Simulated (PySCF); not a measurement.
A structure optimised at PBE0-D3(BJ)/def2-SVP (Å):
```
atom  x, y, z in Å
F1    -2.3241    0.1436   -0.7532
C2    -1.3714    0.0335    0.1593
F3    -1.4969    1.0190    1.0330
F4    -1.5109   -1.1232    0.7872
C5     0.0057    0.1136   -0.5507
F6     0.1117    1.3402   -1.0668
F7     0.0085   -0.7903   -1.5316
C8     1.2152   -0.1556    0.3750
F9     1.1553   -1.4024    0.8247
F10    1.1710    0.6778    1.4086
I11    3.0764    0.1239   -0.7068
```

Neutral, closed shell.

Task: Which heavy atoms are bonded, and with what formal order?

Result: F1–C2 1.32 Å (single); C2–F3 1.32 Å (single); C2–F4 1.32 Å (single); C2–C5 1.55 Å (single); C5–F6 1.34 Å (single); C5–F7 1.33 Å (single); C5–C8 1.55 Å (single); C8–F9 1.33 Å (single); C8–F10 1.33 Å (single); C8–I11 2.17 Å (single).

Task: Which species is it?

Result: `FC(F)(F)C(F)(F)C(F)(F)I`, C3F7I. Among its features: CF3 group and C–F bond.

Task: Classify the heavy atoms.

Result: F1/F3/F4: fluorine of a CF3 group; C2: CF3 carbon; C5: CF2 carbon; F6/F7: fluorine of a CF2 group; C8: CF2 carbon; F9/F10: fluorine of a CF2 group; I11: iodine bonded to C.

Task: What is the arrangement about C8?

Result: It has 4 neighbours (C5, F9, F10, I11) and is tetrahedral (angles from 108.9° to 110.5°).

Task: What is the arrangement about C5?

Result: It has 4 neighbours (C2, F6, F7, C8) and is distorted tetrahedral (angles from 107.1° to 114.3°).

All values are computed, not measured.
